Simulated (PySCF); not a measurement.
Species: `[SiH2](/C=C/C(=C)F)C#N`. The columns A, B, C and D hold Mulliken, IAO, Hirshfeld and ESP-fitted charges (e) of one PBE0/pcSseg-1 density (PySCF), in a shuffled order. Coordinates in Å (GFN2-xTB); the density's dipole moment is (0.69, -1.76, 1.25) D.

```csv
atom,x,y,z,A,B,C,D
C1,2.878,0.409,-0.311,-0.172,-0.625,-0.354,-0.108
C2,1.862,-0.294,0.178,+0.248,+0.452,+0.294,+0.090
F3,2.130,-1.395,0.921,-0.281,-0.201,-0.277,-0.077
C4,0.455,-0.003,-0.001,-0.208,-0.330,-0.135,-0.041
C5,-0.536,-0.738,0.514,-0.392,-0.253,-0.435,-0.140
Si6,-2.364,-0.382,0.291,+0.769,+0.410,+0.776,+0.394
C7,-2.454,1.150,-0.776,-0.196,+0.183,-0.156,-0.025
N8,-2.496,2.089,-1.432,-0.208,-0.392,-0.195,-0.196
H9,2.701,1.287,-0.902,+0.141,+0.235,+0.172,+0.061
H10,3.897,0.119,-0.127,+0.138,+0.246,+0.177,+0.059
H11,0.250,0.875,-0.597,+0.138,+0.216,+0.164,+0.052
H12,-0.264,-1.607,1.104,+0.142,+0.183,+0.170,+0.043
H13,-3.040,-1.454,-0.444,-0.059,-0.063,-0.100,-0.056
H14,-3.020,-0.057,1.560,-0.059,-0.063,-0.100,-0.056
```

Task: Which column most likely holds the ESP-fitted charges?

Result: B. Σ q r misses the density's dipole by 0.03 D (B), 0.42 D (D), 1.24 D (A), 1.75 D (C). Charges fitted to the outside potential are the only set here that is tied to the molecule's multipoles.

Task: And the Hirshfeld charges?

Result: D. The mean sizes are 0.100 e (D), 0.225 e (A), 0.250 e (C), 0.275 e (B), and Hirshfeld charges are commonly the smallest of these schemes.

As computed, A = Mulliken, B = ESP-fitted, C = IAO, D = Hirshfeld. Hydrogens on carbon: Mulliken +0.14 to +0.14, ESP-fitted +0.18 to +0.25, IAO +0.16 to +0.18, Hirshfeld +0.04 to +0.06 e.

The IAO scheme counts the electrons in orthogonalised intrinsic atomic orbitals, a minimal basis polarised so that it spans the occupied orbitals exactly. The ESP scheme is a least-squares fit of atom-centred charges to the potential on four shells outside the van der Waals surface, with the total charge fixed.

One conformer (not necessarily the lowest) at the GFN2-xTB geometry, without solvent, vibrations or thermal averaging.

These values come from a run that also computed NMR shieldings. Hardware: one thread of an Arm Neoverse N1, no GPU (shared host). Cost: 36 s, 0.77 GiB resident at most.

Shape of the structure used: `[CH2:1]=[C:2]([F:3])/[CH:4]=[CH:5]/[SiH2:6][C:7]#[N:8]`: C1–C2–C4–C5 180°, C4–C5–Si6–C7 0°.
